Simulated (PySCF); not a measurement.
3-fluoro-3-methylbut-1-yne (C5H7F), SMILES FC(C)(C#C)C. The structure is a stationary point at TPSSh-D3(BJ)/def2-SVP.

Computed with TPSSh-D3(BJ)/def2-SVP (PySCF).

Harmonic wavenumbers (cm⁻¹): 172, 177, 225, 266, 338, 380, 401, 554, 557, 678, 716, 718, 897, 931, 971, 1011, 1185, 1217, 1260, 1388, 1405, 1465, 1472, 1481, 1495, 2213, 3046, 3050, 3141, 3146, 3152, 3154, 3471. Rotational constants (GHz): 4.794, 2.740, 2.669; symmetry number 1.

Task: Work out the zero-point energy and the ideal-gas rigid-rotor harmonic-oscillator thermochemistry at 298.15 K and 1 atm.

Result: ZPE = ½ Σ hcν = ½ × 45734 cm⁻¹ = 65.38 kcal/mol. H − E(el) = 70.37 kcal/mol. Entropy in cal/(mol K): translation 39.27, rotation 26.62, vibration 14.17, total 80.07. G − E(el) = 46.50 kcal/mol. Cp = 27.40 cal/(mol K).
